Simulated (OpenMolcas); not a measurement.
Ag2+ with its 8 nearest fluoride ions, on the Ca site of CaF2 (a = 5.46294 Å, distance in the model lattice 2.366 Å). The rest of the host is ab initio model potentials to 7.6 Å and point charges beyond; the distance is set by hand and nothing relaxes. Ligand basis ANO-RCC-VDZP.

| Property | Result |
| --- | --- |
| Program | OpenMolcas 26.06 |
| Method | CASSCF |
| Basis | ANO-RCC-VTZP [7s6p4d2f1g] |
| Scalar Hamiltonian | DKH2, point nucleus |
| Active space | 9 electrons in 5 orbitals (4d) |
| State averaging | 2S+1 = 2 even, 5 roots |
| Spin-orbit coupling | state interaction with AMFI integrals over the reference wave functions |

All ligands move together. At R = 2.366 Å |10Dq| is 5140 cm-1, and at R = 2.375 Å it is 5035 cm-1.

Question: A third run gives 4979 cm-1. What distance was it run at?

Answer: With a power law R^-n the two known points give n = -ln(5035 / 5140) / ln(2.375 / 2.366) = 5.44. Then R = 2.366 × (5140 / 4979)^(1/5.44) = 2.380 Å. The run was at 2.38 Å, so the estimate is off by 0 Å.

An orbital triplet at a regular site is open to Jahn-Teller coupling, which can distort the site and quench the lowest spin-orbit gaps and is left out. With metal d orbitals alone the field can be off either way by tens of per cent. Ligand-to-metal charge-transfer states are missing. No measured value stands beside these numbers; the geometry was set by hand and not optimised.
